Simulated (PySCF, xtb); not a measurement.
C₄H₁₀Si₂, SMILES [SiH2]1CC=C[Si@@H]1C. One conformer was computed; it need not be the lowest.

Harmonic wavenumbers (cm⁻¹) from GFN2-xTB in xtb at its own minimum, in rising order: 56, 117, 129, 148, 307, 323, 382, 452, 530, 544, 571, 624, 642, 672, 693, 751, 771, 791, 806, 825, 838, 931, 995, 1116, 1150, 1261, 1323, 1370, 1462, 1490, 1493, 1653, 2126, 2187, 2203, 2937, 2964, 2989, 3033, 3035, 3039, 3045.

**Question.** What does PBE0-D3(BJ)/def2-SVP in PySCF give at its own minimum? (Estimate from the structure and the level; the computed values follow.)

**Answer.** 28, 144, 160, 164, 336, 347, 428, 454, 549, 576, 645, 655, 673, 694, 719, 757, 768, 837, 859, 894, 932, 951, 1012, 1120, 1141, 1246, 1257, 1344, 1402, 1429, 1430, 1669, 2198, 2211, 2222, 3056, 3057, 3103, 3132, 3162, 3169, 3177. Paired by order, the mean absolute difference is 47 cm⁻¹ and the zero-point energies are 75.5 and 77.4 kcal/mol.
